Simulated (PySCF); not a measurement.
```xyz
4
charge 0 multiplicity 1, angstrom
Hf    0.0000    0.0000    0.0039
S     0.0000    0.0000    2.2303
Cl    2.1445    0.0000   -1.0125
Cl   -2.1445    0.0000   -1.0125
```

All numbers come from PySCF, PBE, basis Hf def2-SVP with ECP60, S def2-SVP, Cl def2-SVP (scalar-relativistic core potentials, no spin–orbit coupling, density fitting).

This geometry of HfSCl₂ is a stationary point at this level.

**Question.** What is the point group?

**Answer.** C2v.

**Question.** Is it a minimum?

**Answer.** No: it has 1 imaginary mode, at 60i cm⁻¹ (b1).

**Question.** List the harmonic modes with their infrared intensities.

**Answer.** 
| symmetry | ω (cm⁻¹) | IR (km/mol) | type |
| --- | --- | --- | --- |
| b1 | 60i | – | bend |
| a1 | 92 | 0.6 | bend |
| b2 | 116 | 0.5 | bend |
| a1 | 355 | 20.9 | stretch |
| b2 | 380 | 76.1 | stretch |
| a1 | 493 | 43.5 | stretch |

**Question.** What are the dipole moment and the gap between the highest occupied and lowest empty levels?

**Answer.** 2.25 D and 1.55 eV.

In C2v the vibrations span b1 + 3a1 + 2b2. Here b1 is antisymmetric to the molecular plane and b2 lies in it.

Other isomers or separated fragments may lie lower. At this level a singlet minimum of Cs symmetry lies 10 kJ/mol below this structure. Spin–orbit coupling, left out here, can matter for elements this heavy.
